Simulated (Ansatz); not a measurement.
Basis-set extrapolation for `CB(O)OCF` (PBE0-D4/def2-TZVP geometry, frozen core, the Gaussian-basis code of Ansatz). Multiplicity 1, RHF reference.

```
                      def2-TZVPP   def2-QZVPP
                 HF  -353.349324  -353.365616
    MP2 correlation    -1.162499    -1.254028
CCSD(T) correlation    -1.235963      not run
```

Energies in hartree. Use E(X) = E(∞) + A·exp(−7.88·√X) for Hartree–Fock and E(X) = E(∞) + B·X^(−2.97) for correlation, with X = 3 and 4, and add CCSD(T) minus MP2 of the smaller set to the MP2 limit.

Problem. What is the CCSD(T) energy at the basis-set limit?

Solution. HF limit: -353.365616 + (-0.016292) × 0.13774 = -353.36786. MP2 limit: -1.254028 + (-0.091529) × 0.74074 = -1.32183. Higher-order term: -1.235963 − (-1.162499) = -0.07346. Total: -354.76315 hartree, 467.0 kJ/mol below CCSD(T)/def2-TZVPP.
